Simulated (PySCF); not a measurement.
PySCF job for NTi, SMILES [N]#[Ti] (connectivity only; charge and spin as stated), neutral, multiplicity 2, IEF-PCM-ωB97X/def2-TZVPD. Geometry: B3LYP-D3(BJ)/def2-TZVPD. The spin state was assumed, not searched.

```python
import numpy as np
from pyscf import gto, scf, dft
from pyscf.solvent import pcm

mol = gto.M(
    atom='''
    Ti    0.00000000    0.00000000   -0.37574798
    N     0.00000000    0.00000000    1.18092222
    ''',
    basis='def2-TZVPD',
    charge=0,
    spin=1,
    max_memory=1600,
    verbose=3,
)
mf = dft.UKS(mol, xc='wb97x').density_fit(auxbasis='def2-universal-jkfit')
mf.grids.level = 3
mf.conv_tol = 1e-9
mf.max_cycle = 100
mf.kernel()
fine, coarse = mf.grids, dft.Grids(mol).set(level=1).build(with_non0tab=True)
for _ in range(3):  # follow internal instabilities
    mf.grids = coarse
    mo, _, stable, _ = mf.stability(return_status=True, nroots=4)
    mf.grids = fine
    if stable:
        break
    mf.kernel(mf.make_rdm1(mo, mf.mo_occ))
res = {}
for name, eps in {'water': 78.355, '1-octanol': 9.8629, 'N,N-dimethylformamide': 37.219}.items():
    s = mf.PCM()
    s.with_solvent.method, s.with_solvent.eps, s.with_solvent.lebedev_order = 'IEF-PCM', eps, 29
    s.kernel(mf.make_rdm1())
    res[name] = (s.e_tot, eps, s.dip_moment(), s.mo_energy, s.converged)
    print(f'{name}: electrostatic solvation free energy {(s.e_tot - mf.e_tot) * 627.509474:.3f} kcal/mol')
```

Program output:

```

WARN: HOMO -0.207287737576987 >= LUMO -0.207287737576991


WARN: HOMO -0.255685914326551 >= LUMO -0.255685145759084

converged SCF energy = -904.093157426224  <S^2> = 0.75053569  2S+1 = 2.0005356
<class 'pyscf.df.df_jk.DFUKS'> wavefunction is stable in the internal stability analysis

WARN: PCM is an experimental feature. It is still in testing.
Features and APIs may be changed in the future.

converged SCF energy = -904.111272363323  <S^2> = 0.75075181  2S+1 = 2.0007517
Dipole moment(X, Y, Z, Debye): -0.00000, -0.00000, -6.42433
water: electrostatic solvation free energy -11.367 kcal/mol

WARN: PCM is an experimental feature. It is still in testing.
Features and APIs may be changed in the future.

converged SCF energy = -904.108229424789  <S^2> = 0.75064606  2S+1 = 2.000646
Dipole moment(X, Y, Z, Debye):  0.00000, -0.00000, -5.83769
1-octanol: electrostatic solvation free energy -9.458 kcal/mol

WARN: PCM is an experimental feature. It is still in testing.
Features and APIs may be changed in the future.

converged SCF energy = -904.110745660709  <S^2> = 0.75073163  2S+1 = 2.0007315
Dipole moment(X, Y, Z, Debye):  0.00000,  0.00000, -6.32156
N,N-dimethylformamide: electrostatic solvation free energy -11.037 kcal/mol
```

The calculation finished and met its thresholds.
